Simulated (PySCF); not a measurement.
B(F)(NCO)2 (C2BFN2O2), SMILES O=C=NB(F)N=C=O.

Coordinates come from a PBE0-D3(BJ)/def2-SVP optimisation. The values are those of a single conformer.

Two levels are set side by side: TDDFT-PBE/def2-SVPD (PySCF) and TDDFT-PBE0/def2-SVPD (PySCF). Vertical, same geometry. The lowest singlet is HOMO→LUMO 100 % with PBE and HOMO→LUMO 98 % with the other functional; states are paired by order. Differences are taken from unrounded values.

```tsv
quantity	TDDFT-PBE0	TDDFT-PBE	TDDFT-PBE minus TDDFT-PBE0
lowest singlet excitation (eV)	5.67	5.06	-0.61
lowest triplet excitation (TDA) (eV)	5.51	4.93	-0.58
first bright state (f over 0.05) (eV)	6.60	6.02	-0.58
its oscillator strength	0.23	0.22	-0.01
```

A lower first singlet is the usual sign of a functional without exact exchange. Differences between two approximate levels are no errors against the true value.

Rough cost on one machine, each run with all the roots and properties that it gave: TDDFT-PBE0 against TDDFT-PBE about 4 times.
